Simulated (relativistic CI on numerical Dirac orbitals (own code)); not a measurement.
## Fe⁷⁺ (3d) in a crystal field

Calculated by Dirac-Coulomb-Breit CI, separate exchange-only KLI orbitals for each configuration, a model potential for QED, valence Slater integrals scaled by 0.8, one configuration in a parametric crystal field (own radial code).

Field parameters in Wybourne normalisation: Oh B⁴₀ = 21Dq, B⁴₄ = √(5/14) B⁴₀. The field is a parameter set, without covalency.

S is read from ⟨S²⟩ = S(S + 1).

Site symmetry Oh; labels are those of the double group. Computed levels in cm⁻¹ above the lowest, in rising order:

| Δ (size of 10Dq) | Lowest | No. 2 | No. 3 |
| --- | --- | --- | --- |
| 5900 | Γ8 | 1195 Γ7 | 6499 Γ8 |
| 10600 | Γ8 | 1144 Γ7 | 11098 Γ8 |
| 15300 | Γ8 | 1123 Γ7 | 15756 Γ8 |
| 20000 | Γ8 | 1112 Γ7 | 20434 Γ8 |
| 24700 | Γ8 | 1105 Γ7 | 25119 Γ8 |
| 29400 | Γ8 | 1100 Γ7 | 29810 Γ8 |
| 34100 | Γ8 | 1097 Γ7 | 34503 Γ8 |
| 38800 | Γ8 | 1094 Γ7 | 39197 Γ8 |
| 43500 | Γ8 | 1092 Γ7 | 43893 Γ8 |

Ground-state S against |10Dq| in cm⁻¹: 5900: 0.50, 10600: 0.50, 15300: 0.50, 20000: 0.50, 24700: 0.50, 29400: 0.50, 34100: 0.50, 38800: 0.50, 43500: 0.50.

No abrupt spin change occurs in this range.
